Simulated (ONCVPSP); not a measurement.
# fluorine (F): one change to an ONCV potential, before and after

ONCVPSP 4.0.1 input, shortened (lines: element, Z, core and valence counts, functional; n l f; lmax; l rc ep ncon nbas qcut; lloc lpopt rc5 dvloc0; l nproj debl; icmod fcfact rcfact), PBE, non-relativistic:

```
  F 9.00    1    2        4      upf
    1    0    2.00
    2    0    1.00
    2    1    6.00
    1
    0    0.65    0.00    4    9    9.20
    1    1.40    0.00    3    7   10.20
    0    5    0.65    0.00
    0    0    0.50
    1    2    0.90
    2    0.35    0.85
```

All-electron outer shells of the reference configuration (PBE, non-relativistic, ld1.x):

| shell | level (eV) | outermost node (bohr) | outermost maximum (bohr) |
| --- | --- | --- | --- |
| 1s | -663.25 | – | 0.11 |
| 2s | -30.29 | 0.24 | 0.76 |
| 2p | -11.54 | – | 0.71 |

Change: all radii but the core radius scaled by about 1.23 (s 0.80, p 1.72 bohr).

Cutoffs: the cutoffs (Ha) at which the residual kinetic energy of the hardest occupied pseudo-wave falls to 1 and 0.1 mHa per electron; they do not see the model core or the augmentation charge, which bear on the density cutoff. Errors are all-electron minus pseudo energies relative to the spin-unpolarised reference configuration.

Problem. How do hardness, ghosts and transferability respond?

Solution. The potential gets softer (97 Ha and 486 Ha → 45 Ha and 313 Ha); of the 4 tests that both files solve, the error grows in 3 and shrinks in 1 by more than 15 % and 0.3 meV (median size 91.3 → 141.2 meV); neither file shows a bound ghost. A larger radius leaves more room for a smooth pseudo-wave, so fewer plane waves are needed.

```csv
quantity,base,changed
"cutoff, loose",97 Ha,45 Ha
"cutoff, tight",486 Ha,313 Ha
loose cutoff by channel,"s 97 Ha, p 35 Ha","s 45 Ha, p 30 Ha"
bound ghosts,none,none
GHOST(+) flags under 300 eV,none,none
"error for 2s2 2p5, meV [ΔE -18.72 eV]",+13,+4.5
"error for 2s2 2p4, meV [ΔE 0.68 eV]",+131,+210
"error for 2s2 2p3, meV [ΔE 39.07 eV]",+512,+868
"error for 2s2 2p4.5, meV [ΔE -11.17 eV]",+52,+72
"rms error of d²Exc/dni dnj with the model core, mHa",1.93,1.96
```
